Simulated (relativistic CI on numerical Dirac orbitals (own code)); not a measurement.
Computed by Dirac-Coulomb-Breit CI, KLI orbitals optimised for each configuration, model QED (radiative potential, 1s self-energy scaled to tabulated hydrogen-like ionisation energies), unscaled Slater integrals (own radial code, finite nucleus).

The strongest absorption lines from the ground level of an ion, among the configurations computed and to levels below about 90.1 eV (vacuum wavelength in Å, gf): 137.72 (0.015), 143.09 (0.47), 144.38 (0.13), 146.12 (0.43), 149.46 (0.12), 162.35 (0.048), 164.17 (0.043).

Task: Which ion is it?
A. Se12+
B. Fe4+
C. Zn10+
D. Zn8+

Result: D. Zn8+ has 22 electrons and the ground level 3s²3p⁶3d⁴ ⁵D0; the strongest line goes to 3s²3p⁵3d⁵ ⁵D°1. The pattern of lines fixes the number of electrons, and along that sequence the line energies rise steadily with the charge (about as its square where n changes within one kind of shell, about linearly where n is kept but much faster in heavy ions where fine structure, which grows about as Z⁴, sets the gap, and irregularly where shells cross), which fixes Z. Configurations outside the model, such as inner-shell arrays, can give stronger lines. At this charge configurations can still be misplaced by up to about 7 % of their energy. Terms inside the open d or f shell come out 10 to 20 % too wide with unscaled integrals.
